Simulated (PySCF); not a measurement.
C2H6FMgN, SMILES [F][Mg][N](C)C.

Geometry: B3LYP-D3(BJ)/def2-SVP. Other conformers were not sampled.

All values below come from TDA-CAM-B3LYP/def2-SVPD run with PySCF 2.14.0.

Vertical excitations. Gas-phase values at a fixed geometry. State labels are in the subgroup C2v.

Computed UV-visible absorptions:
| state | symmetry | energy (eV) | λ (nm) | f | main pairs |
|---|---|---|---|---|---|
| S1 | B1 | 3.39 | 366 | 0.019 | HOMO→LUMO 96 % |
| S2 | A2 | 4.66 | 266 | 0.000 | HOMO→LUMO+1 88 % |
| S3 | A1 | 5.17 | 240 | 0.067 | HOMO→LUMO+2 92 % |
| S4 | B1 | 5.58 | 222 | 0.023 | HOMO→LUMO+3 80 %, HOMO→LUMO+4 16 % |
| S5 | A1 | 6.51 | 190 | 0.100 | HOMO−1→LUMO 86 % |
| S6 | A2 | 6.74 | 184 | 0.000 | HOMO→LUMO+5 77 %, HOMO→LUMO+6 16 % |
| S7 | B1 | 7.04 | 176 | 0.024 | HOMO→LUMO+4 50 %, HOMO→LUMO+8 24 %, HOMO→LUMO+9 17 % |
| S8 | B1 | 7.13 | 174 | 0.002 | HOMO→LUMO+8 50 %, HOMO→LUMO+4 28 %, HOMO→LUMO+3 9 % |
| S9 | A2 | 7.23 | 171 | 0.000 | HOMO→LUMO+6 79 % |
| S10 | B1 | 7.36 | 169 | 0.047 | HOMO−2→LUMO 94 % |
| T1 | B1 | 3.11 | 399 | 0 | HOMO→LUMO 94 % |
| T2 | A2 | 4.62 | 268 | 0 | HOMO→LUMO+1 87 % |
| T3 | A1 | 4.65 | 267 | 0 | HOMO→LUMO+2 83 %, HOMO→LUMO+7 13 % |
| T4 | B1 | 5.48 | 226 | 0 | HOMO→LUMO+3 77 %, HOMO→LUMO+4 18 % |
Triplets are in the Tamm–Dancoff approximation.
